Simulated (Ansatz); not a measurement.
Basis-set series for `Cl[BH][GaH2]`. The species carries charge 0 and has multiplicity 1. The geometry is a stationary point of PBE0-D4/def2-TZVP.

```json
{"functional": "PBE0-D4", "basis": "def2-SVP", "functions": "79", "energy (Eh)": "-2410.84642", "HOMO (eV)": "-7.30", "LUMO (eV)": "-1.91"}
{"functional": "PBE0-D4", "basis": "def2-TZVPP", "functions": "163", "energy (Eh)": "-2411.27921", "HOMO (eV)": "-7.38", "LUMO (eV)": "-2.04"}
{"functional": "ωB97M-V", "basis": "def2-SVP", "functions": "79", "energy (Eh)": "-2411.13879", "HOMO (eV)": "-9.39", "LUMO (eV)": "-0.03"}
{"functional": "ωB97M-V", "basis": "def2-TZVPP", "functions": "163", "energy (Eh)": "-2411.57102", "HOMO (eV)": "-9.50", "LUMO (eV)": "-0.13"}
```

Give the rows for def2-QZVPP. (Best estimate.)

Computed: 
```tsv
functional	basis	functions	energy (Eh)	HOMO (eV)	LUMO (eV)
PBE0-D4	def2-QZVPP	306	-2411.33791	-7.39	-2.07
ωB97M-V	def2-QZVPP	306	-2411.62799	-9.52	-0.27
```

Scalar relativity is left out up to krypton.
